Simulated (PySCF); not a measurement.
BH5OSn, SMILES [O]([SnH3])B.

Geometry: B3LYP-D3(BJ)/def2-SVP. The def2 effective core potentials stand for the cores of Sn; spin–orbit coupling is left out.

The numbers are results of PySCF with IEF-PCM-M06-2X/def2-SVP, not measurements.

The values are the electrostatic part of the solvation free energy, E(continuum) − E(gas) at the gas-phase geometry, in a cavity of scaled van der Waals radii (PySCF's table); cavitation and dispersion terms are not included. A continuum can't describe solvent molecules that bind to the metal. In vacuum the orbital gap is 9.10 eV. The dipole moment in vacuum is 3.14 D.

Estimate the values in water (ε = 78.36), n-hexane (ε = 1.88), acetone (ε = 20.49). (The exact figures need the calculation; the answer reports its results.)


| solvent | ε | ΔG(elec) (kcal/mol) | dipole (D) | gap (eV) |
|---|---|---|---|---|
| water | 78.36 | -3.5 | 3.83 | 9.71 |
| n-hexane | 1.88 | -1.3 | 3.40 | 9.34 |
| acetone | 20.49 | -3.3 | 3.79 | 9.68 |
